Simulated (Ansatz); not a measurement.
Reaction (redistribution): `F[Si](Cl)(Cl)[SiH2]Cl` + `[BH2][AlH2]` → `F[Si]([SiH3])(Cl)Cl` + `[AlH2][BH]Cl`

Program: Ansatz. Geometries: PBE0-D4/def2-TZVP. ΔE: electronic, gas phase. CCSD(T)/CBS is the MP2 limit (def2-TZVPP, def2-QZVPP) plus CCSD(T) − MP2 in def2-TZVPP, frozen cores. This one scheme is used for every species. Functionals use def2-TZVPP. B3LYP here is the variant with VWN-RPA as its local correlation; programs differ in this. Each species was taken in one conformer, which may not be the lowest.

```tsv
level	ΔE (kJ/mol)
r2SCAN-D4	-14.5
B3LYP-D4	-12.0
B2PLYP	-14.9
PBE0	-17.3
```

(1) What does CCSD(T)/CBS give? (An estimate is asked.)

Largest T1 diagnostic among the species: 0.013.

## Answers

(1) Computed: -12.4 kJ/mol. The listed levels differ from it by -2.1, 0.4, -2.5, -4.9 kJ/mol.

The D4 term adds +3.9 kJ/mol with B3LYP and +2.3 kJ/mol with PBE0; it sums over pairs of atoms, weighted by their polarisabilities, and B3LYP, whose exchange is more repulsive, gets the larger term. From PBE to PBE0 (25 % exact exchange), in def2-TZVPP and without D4, ΔE moves by +5.0 kJ/mol.

CCSD(T)/CBS has its own doubt, a few kJ/mol and more with outer-core shells, so smaller differences from it don't rank the levels.
